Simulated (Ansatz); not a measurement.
```xyz
10

Na    1.2784   -2.0318    0.8758
N     0.1503   -0.3067    0.2583
Si   -0.8795    0.6204    1.2089
Si    0.6173   -0.2231   -1.3438
H    -0.9123    0.0643    2.6063
H    -0.4829    2.0588    1.3627
H    -2.3101    0.6486    0.7587
H     1.5878   -1.3853   -1.5605
H     1.3900    0.9846   -1.7798
H    -0.4389   -0.4297   -2.3866
```

The species carries charge 0 and has multiplicity 1. The bonds changed during the relaxation, so this is another structure than the one it started from.

(1) List the PBE0/def2-TZVPP orbital energies in eV (Ansatz 0.2.0). (Estimate.)

Answers

(1) Ansatz gave: Occupied: -1801.70, -1801.37, -1050.59, -388.78, -143.95, -143.64, -98.65, -98.61, -98.59, -98.31, -98.30, -98.28, -62.34, -32.76, -32.76, -32.69, -20.89, -14.34, -12.65, -9.71, -9.47, -9.26, -8.41, -8.40, -6.62, -5.95. Lowest empty: -1.64, 0.12, 0.22, 0.73, 0.90, 1.81, 1.92, 2.10.
